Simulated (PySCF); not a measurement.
FH5NSi2, BFH4Si2 (calculated)

Calculation on a computer-drawn molecule: the log of a Hartree-Fock and frozen-core CCSD(T) single point meant for a local Hartree-Fock minimum, with one planted fault or none, to be diagnosed. Offsets are logged minus clean, where the clean run is the same molecule without the fault. The reference is restricted for singlets and unrestricted otherwise, and also for a bond in bohr or an excited solution. Adding or removing an electron swaps singlet and doublet. The excited solution moves the top pair (singlet) or top alpha electron (doublet) to the lowest empty orbital. Highest occupied and lowest empty are orbital energies over both spins, largest force is the largest gradient component, triples share is (T) over the correlation energy, the T1 limit is 0.02 restricted and 0.045 unrestricted, electrons count all cores, a negative frequency is imaginary (commonest isotopes), and the dipole is about the centre of nuclear charge. Program: PySCF 2.14.0.

Common to all runs: meant multiplicity 1; meant basis cc-pV(D+d)Z; logged SCF converged yes; logged CC converged yes; logged SCF stable within its kind yes; possible faults no fault, one electron removed, one electron added, multiplicity raised by two, geometry at a saddle point, SCF held on an excited solution, minimal basis STO-3G, one bond length entered in bohr, all coordinates scaled.

```yaml
- entry: 1
  formula: FH5NSi2
  logged_structure:
    atoms_angstrom:
      - [F, -4.2945, 0.8612, 0.727]
      - [Si, -2.8549, 0.539, 0.2245]
      - ["N", -2.122, 1.5634, -0.7873]
      - [Si, -0.4522, 1.4657, -1.546]
      - [H, -2.2751, -0.691, 0.7222]
      - [H, -2.6522, 2.386, -1.0502]
      - [H, 0.2763, 2.6496, -1.083]
      - [H, -0.6639, 1.4326, -2.9955]
      - [H, 0.0779, 0.2056, -1.0047]
  given:
    meant_charge: 1
    logged_electrons: 48
    logged_basis_functions: 99
    logged_spin_squared: 2.0412
    "logged_highest_occupied [eV]": -11.954
    "logged_lowest_empty [eV]": -7.2741
    "logged_largest_force [hartree/bohr]": 0.13148
    logged_T1_diagnostic: 0.023437
    logged_D1_diagnostic: 0.12949
    logged_triples_share: 0.021629
    "logged_dipole_magnitude [debye]": 5.0896
    "logged_energy_HF [hartree]": -734.33385
    "logged_energy_CCSD(T) [hartree]": -734.89284
    drawn_bonds_atom: [1, 2, 3, 2, 3, 4, 4, 4]
    drawn_bonds_other_atom: [2, 3, 4, 5, 6, 7, 8, 9]
    drawn_bonds_order: [1, 1, 1, 1, 1, 1, 1, 1]
  results:
    planted_fault: "multiplicity raised by two"
    "HF_energy_offset_from_clean_run [kcal/mol]": 109.6
    "CCSD(T)_energy_offset_from_clean_run [kcal/mol]": 129.0
- entry: 2
  formula: BFH4Si2
  logged_structure:
    atoms_angstrom:
      - [F, -0.8972, 0.1177, 1.588]
      - [Si, -2.4817, 0.4117, 1.83]
      - [B, -3.3626, 0.8339, 0.0543]
      - [Si, -2.3371, 0.7768, -1.6612]
      - [H, -3.0474, -0.802, 2.4566]
      - [H, -2.5635, 1.5483, 2.7707]
      - [H, -4.5339, 1.1123, 0.0702]
      - [H, -1.9597, 2.2367, -1.4631]
  given:
    meant_charge: 0
    logged_electrons: 46
    logged_basis_functions: 94
    logged_spin_squared: 0.0
    "logged_highest_occupied [eV]": -8.8924
    "logged_lowest_empty [eV]": 0.4737
    "logged_largest_force [hartree/bohr]": 2.7678e-05
    "logged_lowest_frequency [cm^-1]": 63.103
    logged_T1_diagnostic: 0.01806
    logged_D1_diagnostic: 0.058043
    logged_triples_share: 0.024151
    "logged_dipole_magnitude [debye]": 2.0956
    "logged_energy_HF [hartree]": -704.29507
    "logged_energy_CCSD(T) [hartree]": -704.80706
    drawn_bonds_atom: [1, 2, 3, 2, 2, 3, 4]
    drawn_bonds_other_atom: [2, 3, 4, 5, 6, 7, 8]
    drawn_bonds_order: [1, 1, 1, 1, 1, 1, 1]
  results:
    planted_fault: "no fault"
    "HF_energy_offset_from_clean_run [kcal/mol]": 0.0
    "CCSD(T)_energy_offset_from_clean_run [kcal/mol]": 0.0
- entry: 3
  formula: BFH4Si2
  logged_structure:
    atoms_angstrom:
      - [F, -0.8972, 0.1177, 1.588]
      - [Si, -2.4817, 0.4117, 1.83]
      - [B, -3.3626, 0.8339, 0.0543]
      - [Si, -2.3371, 0.7768, -1.6612]
      - [H, -3.0474, -0.802, 2.4566]
      - [H, -2.5635, 1.5483, 2.7707]
      - [H, -4.5339, 1.1123, 0.0702]
      - [H, -1.9597, 2.2367, -1.4631]
  given:
    meant_charge: 0
    logged_electrons: 45
    logged_basis_functions: 94
    logged_spin_squared: 0.7846
    "logged_highest_occupied [eV]": -16.55
    "logged_lowest_empty [eV]": -6.8688
    "logged_largest_force [hartree/bohr]": 0.026756
    logged_T1_diagnostic: 0.024526
    logged_D1_diagnostic: 0.098111
    logged_triples_share: 0.024899
    "logged_dipole_magnitude [debye]": 7.627
    "logged_energy_HF [hartree]": -704.00687
    "logged_energy_CCSD(T) [hartree]": -704.48867
    drawn_bonds_atom: [1, 2, 3, 2, 2, 3, 4]
    drawn_bonds_other_atom: [2, 3, 4, 5, 6, 7, 8]
    drawn_bonds_order: [1, 1, 1, 1, 1, 1, 1]
  results:
    planted_fault: "one electron removed"
    "HF_energy_offset_from_clean_run [kcal/mol]": 180.8
    "CCSD(T)_energy_offset_from_clean_run [kcal/mol]": 199.8
```
